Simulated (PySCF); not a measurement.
## Polarisability and C₆ of Hg(52+) (mercury, charge +52)

[Ar] 3d10, closed-shell 1S. Computed with PySCF 2.14 in an uncontracted even-tempered set (17 s from 13 bohr⁻², ratio 2.5; 13 p from 17 bohr⁻², ratio 2.5; 7 d from 17 bohr⁻², ratio 2.5; 4 f from 69 bohr⁻², ratio 2.7; 3 g from 100 bohr⁻², ratio 2.7), with the spin-free X2C one-electron Hamiltonian (Gaussian nucleus). Coupled (time-dependent) response in atomic units; α is the mean over directions.

```json
{"method": "UHF", "mean α (bohr³)": "0.0009796", "C₆ (like pair)": "0.0001042", "S(−4)": "5.415e-08"}
{"method": "PBE0", "mean α (bohr³)": "0.0009842", "C₆ (like pair)": "0.0001047", "S(−4)": "5.493e-08"}
```

S(−4) is the Cauchy moment in α(ω) = α(0) + S(−4) ω² + …

α(iu) at UHF:

| u (hartree) | α(iu) (bohr³) |
| --- | --- |
| 0 | 0.0009796 |
| 10.0 | 0.0009742 |
| 20.0 | 0.0009585 |
| 40.0 | 0.0009017 |
| 60.0 | 0.0008233 |
| 80.0 | 0.0007370 |
| 100 | 0.0006520 |
| 150 | 0.0004717 |
| 200 | 0.0003441 |
| 300 | 0.0001977 |
| 500 | 8.647e-05 |

A single London oscillator, α(iu) = α/(1 + u²/ω²), gives C₆ = (3/4) ω α². Matching the computed C₆ needs ω = 4 × 0.0001042 / (3 × 0.0009796²) = 145 hartree.

For an ion, C₆ is the dispersion term alone; charge-induced terms of lower order in 1/R come first.

Spin-orbit coupling, which splits the p, d and f shells strongly at this Z, is absent.
